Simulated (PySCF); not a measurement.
PBE on Os (osmium, neutral)

Configuration: [Xe] 4f14 5d5 6s2 6p1, high-spin 7P determinant (an excited configuration). All numbers are calculated (PySCF 2.14, a scalar-relativistic core potential, in aug-cc-pVTZ-PP with one added diffuse shell each of s, p, d, f, g type with ECP60MDF (7s7p6d4f3g, 113 functions)).

- Total energy: -90.6662 hartree
- One-electron energy: -153.2506 hartree
- Hartree (Coulomb) energy: 71.8867 hartree
- Exchange-correlation energy: -9.3023 hartree
- ⟨S²⟩: 12.0067
- ⟨L²⟩: 2.400
- Sum of ⟨r⟩: 27.60 bohr
- Sum of ⟨r²⟩: 66.98 bohr²
- Traceless quadrupole moment −½Σ⟨3z² − r²⟩ along its main axis: -8.56 e·bohr²

| shell | electrons | mean orbital energy (eV) | spread (eV) | rms radius, mean of both spins (bohr) |
| --- | --- | --- | --- | --- |
| 5s α | 1 | -95.819 | 0 | 1.08 |
| 5s β | 1 | -93.056 | 0 | 1.08 |
| 5p α | 3 | -56.008 | 0.461 | 1.25 |
| 5p β | 3 | -52.672 | 0.403 | 1.25 |
| 5d α | 5 | -10.866 | 0.624 | 1.87 |
| 6s α | 1 | -8.638 | 0 | 3.03 |
| 6s β | 1 | -6.425 | 0 | 3.03 |
| 6p α | 1 | -2.666 | 0 | 4.41 |

Energies and moments cover only the electrons outside the core potential. Spin-orbit coupling, absent here, splits the open shell strongly.
